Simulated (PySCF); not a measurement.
CH3 (SMILES [CH3]), doublet, at a GFN2-xTB geometry; DF-B3LYP5/6-31G** run with PySCF.

Here is a job for PySCF.
```python
from pyscf import gto, scf, dft

mol = gto.Mole()
mol.atom = '''
    C     0.000000   -0.000000    0.000000
    H    -0.028276    1.067041   -0.007283
    H     0.938235   -0.509006    0.007484
    H    -0.909960   -0.558035   -0.000202
'''
mol.basis = '6-31g**'
mol.charge = 0
mol.spin = 1
mol.verbose = 4
mol.build()

mf = dft.UKS(mol)
mf.xc = 'b3lyp5'
mf = mf.density_fit(auxbasis='def2-universal-jkfit')
mf.kernel()
```

**Question.** What does PySCF print? Leave out banner, timings and long lists.

**Answer.** 
```
PySCF version 2.14.0

[INPUT] verbose = 4
[INPUT] num. atoms = 4
[INPUT] num. electrons = 9
[INPUT] charge = 0
[INPUT] spin (= nelec alpha-beta = 2S) = 1
[INPUT] symmetry False subgroup None
[INPUT] Mole.unit = angstrom
[INPUT] Symbol           X                Y                Z      unit          X                Y                Z       unit  Magmom
[INPUT]  1 C      0.000000000000   0.000000000000   0.000000000000 AA    0.000000000000   0.000000000000   0.000000000000 Bohr   0.0
[INPUT]  2 H     -0.028276000000   1.067041000000  -0.007283000000 AA   -0.053433895898   2.016415253682  -0.013762875365 Bohr   0.0
[INPUT]  3 H      0.938235000000  -0.509006000000   0.007484000000 AA    1.773007190481  -0.961881935760   0.014142710316 Bohr   0.0
[INPUT]  4 H     -0.909960000000  -0.558035000000  -0.000202000000 AA   -1.719575184309  -1.054533317922  -0.000381724677 Bohr   0.0

nuclear repulsion = 9.78204593429389
number of shells = 15
number of NR pGTOs = 48
number of NR cGTOs = 29
basis = 6-31g**
ecp = {}

******** <class 'pyscf.df.df_jk.DFUKS'> ********
method = DFUKS
initial guess = minao
damping factor = 0
level_shift factor = 0
DIIS = <class 'pyscf.scf.diis.CDIIS'>
diis_start_cycle = 1
diis_space = 8
diis_damp = 0
SCF conv_tol = 1e-09
SCF conv_tol_grad = None
SCF max_cycles = 50
direct_scf = False
number electrons alpha = 5  beta = 4
XC library pyscf.dft.libxc version 7.1.2
    S. Lehtola, C. Steigemann, M. J. T. Oliveira, and M. A. L. Marques,  SoftwareX 7, 1–5 (2018)
XC functionals = b3lyp5
    P. A. M. Dirac,  Math. Proc. Cambridge Philos. Soc. 26, 376 (1930)
    F. Bloch,  Z. Phys. 57, 545 (1929)
    A. D. Becke,  Phys. Rev. A 38, 3098 (1988)
    C. Lee, W. Yang, and R. G. Parr,  Phys. Rev. B 37, 785 (1988)
    B. Miehlich, A. Savin, H. Stoll, and H. Preuss,  Chem. Phys. Lett. 157, 200 (1989)
    S. H. Vosko, L. Wilk, and M. Nusair,  Can. J. Phys. 58, 1200 (1980)
radial grids:
    Treutler-Ahlrichs [JCP 102, 346 (1995); DOI:10.1063/1.469408] (M4) radial grids

becke partition: Becke, JCP 88, 2547 (1988); DOI:10.1063/1.454033
pruning grids: <function nwchem_prune>
grids dens level: 3
symmetrized grids: False
atomic radii adjust function: <function treutler_atomic_radii_adjust>
small_rho_cutoff = 0
Set gradient conv threshold to 3.16228e-05
tot grids = 43544
******** <class 'pyscf.df.df.DF'> ********
auxbasis = def2-universal-jkfit
init E= -39.6383596031595

cycle= 1 E= -39.7979671349028  delta_E= -0.16  |g|= 0.137  |ddm|= 1.07
cycle= 2 E= -39.8005557471909  delta_E= -0.00259  |g|= 0.124  |ddm|= 0.225
cycle= 3 E= -39.8092547176585  delta_E= -0.0087  |g|= 0.00735  |ddm|= 0.109
cycle= 4 E= -39.8093111727634  delta_E= -5.65e-05  |g|= 0.00153  |ddm|= 0.011
cycle= 5 E= -39.8093147895453  delta_E= -3.62e-06  |g|= 0.000187  |ddm|= 0.00343
cycle= 6 E= -39.8093148378542  delta_E= -4.83e-08  |g|= 1.65e-05  |ddm|= 0.000414
cycle= 7 E= -39.8093148382169  delta_E= -3.63e-10  |g|= 9.43e-07  |ddm|= 4.34e-05
Extra cycle  E= -39.8093148382178  delta_E= -8.81e-13  |g|= 3.36e-07  |ddm|= 2.13e-06
converged SCF energy = -39.8093148382178  <S^2> = 0.7535143  2S+1 = 2.0035112
```
